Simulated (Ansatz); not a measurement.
Zn₂Br₄ was relaxed with r2SCAN-D4 (def2-SVP, def2-SVPD) in Ansatz in these states: charge -1 doublet, neutral singlet. The geometries follow in no particular order.

A:

Cartesian coordinates in Å:
```
Zn -0.3146 -1.2304 0.1254
Zn -0.2025 1.2349 0.0614
Br -0.6201 -3.5358 0.2572
Br 1.5541 0.0287 1.4772
Br 0.2515 -0.0054 -2.1295
Br -0.6685 3.5079 0.2084
```

B:

```
atom    x (Å)    y (Å)    z (Å)
 Zn1   1.5395   0.3363  -0.3312
 Zn2  -1.5317  -0.3599   0.3419
 Br3   3.6552   0.8811  -0.8336
 Br4  -0.1631   1.5731   0.8959
 Br5   0.1872  -1.6216  -0.8365
 Br6  -3.6871  -0.8090   0.7635
```

Q: Judge from the bond lengths which geometry belongs to which state (an estimate).

A: A is the charge -1 doublet (Zn1–Br5 2.628 Å, Zn1–Br4 2.628 Å, Zn2–Br4 2.558 Å); B is the neutral singlet (Zn1–Br5 2.433 Å, Zn1–Br4 2.436 Å, Zn2–Br4 2.432 Å).
